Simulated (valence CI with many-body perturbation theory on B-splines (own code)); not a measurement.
**Which ion has this spectrum?**

A relativistic CI+MBPT calculation for an atom or ion with 13 electrons gives these levels (cm⁻¹):

| J | Parity | E | g |
| --- | --- | --- | --- |
| 1/2 | odd | 0 | 0.66 |
| 3/2 | odd | 12274 | 1.33 |
| 1/2 | even | 192011 | 2.66 |
| 3/2 | even | 196821 | 1.73 |
| 5/2 | even | 203260 | 1.60 |
| 3/2 | even | 254466 | 0.80 |
| 5/2 | even | 255609 | 1.20 |
| 1/2 | even | 314046 | 1.84 |
| 1/2 | even | 333518 | 0.84 |
| 3/2 | even | 339588 | 1.33 |
| 3/2 | even | 408697 | 0.80 |
| 5/2 | even | 409804 | 1.20 |
| 3/2 | odd | 493376 | 0.82 |
| 5/2 | odd | 495338 | 1.20 |

The energies are calculated, with errors of perhaps 200 cm⁻¹, more in some levels.

**Question.** Which is it?
A. Fe13+
B. Ti9+
C. Cr11+
D. Sc8+

**Answer.** C. Cr11+, ground level 3s2.3p 2P°_1/2.
